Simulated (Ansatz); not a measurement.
`[CH3][GeH]([NH2])[SiH3]` + HCl → `[CH3][GeH]([NH2])[Cl]` + SiH₄ at 400 K and 1 bar (cleavage of the Ge–Si bond).

Computed with Ansatz on PBE0-D4/def2-TZVP structures; ΔE is electronic, products minus reactants. CCSD(T)/CBS adds triple-zeta CCSD(T) − MP2 to the extrapolated MP2 energy (def2 sets, frozen cores). This one scheme is used for every species. For Ge outer-core shells are correlated without core-valence functions, which leaves a few kJ/mol of doubt a bond. Scalar relativity is left out up to krypton. Each species was taken in one conformer, which may not be the lowest.

| species | CCSD(T)/CBS energy (Eh) | H − E (kJ/mol) | S (J/(mol·K)) |
| --- | --- | --- | --- |
| `[CH3][GeH]([NH2])[SiH3]` | -2463.37873 | 290.0 | 422.6 |
| HCl | -460.38127 | 29.6 | 195.4 |
| `[CH3][GeH]([NH2])[Cl]` | -2632.32972 | 222.3 | 380.6 |
| SiH₄ | -291.46306 | 96.9 | 218.6 |

H − E and S are ideal-gas, rigid-rotor, harmonic terms from PBE0-D4/def2-TZVP, for one conformer and one mirror image of each species. 1 Eh = 2625.50 kJ/mol, R = 8.31446 J/(mol·K).

Problem. By hand: ΔE, ΔH, ΔS and ΔG.

Solution. ΔE = (-2632.32972) + (-291.46306) − (-2463.37873) − (-460.38127) = -0.03278 Eh = -86.1 kJ/mol. Δ(H − E) = 222.3 + 96.9 − 290.0 − 29.6 = -0.4, so ΔH = -86.5 kJ/mol. ΔS = 380.6 + 218.6 − 422.6 − 195.4 = -18.8 J/(mol·K). ΔG = -86.5 − 400 × (-18.8)/1000 = -79.0 kJ/mol.

Problem. By hand: the equilibrium constant, and the temperature at which ΔG would vanish if ΔH and ΔS stayed fixed.

Solution. log₁₀ K = −ΔG/(RT ln 10) = 10.3. ΔG = 0 at ΔH/ΔS = 4601 K, far beyond where these terms or the molecules hold.

ΔH outweighs TΔS. A doubt of 5 kJ/mol in ΔE shifts log₁₀ K by 0.7 here. Other conformers and mirror images would add mixing entropy, several J/(mol·K) or more a flexible species. These are equilibria of isolated gas molecules and say nothing of rates. Largest T1 diagnostic: 0.011 (customary marks: 0.02 for closed shells, 0.045 for open ones).
